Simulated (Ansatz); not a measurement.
```xyz
8

Li   -1.0743   -0.8766    0.5231
F    -1.4405    0.4506   -0.6510
F     0.3202   -1.5605   -0.4052
Li    0.0643   -0.1241   -1.4753
F    -0.0713    0.1376    1.6364
Li   -0.2887    1.4069    0.3653
Li    1.2987   -0.4062    0.5870
F     1.1916    0.9723   -0.5802
```

Basis set: def2-SVP (spherical functions). Left uncorrelated: 4 orbitals. Charge 0, multiplicity 3.

Computed with Ansatz (development build ahead of 0.2.0); each method stands on the lowest determinant of its kind that the runs found.

Question: Give the atomization energy at this shape (free ground-state atoms in the same class of orbitals less the molecule, no zero-point energy) of triplet Li₄F₄ by UHF-MP2, UHF.

Answer:

```
 method  atomization energy
UHF-MP2            21.76 eV
    UHF            16.16 eV
```

Caution: another spin multiplicity may lie lower; the determinant breaks the point group.
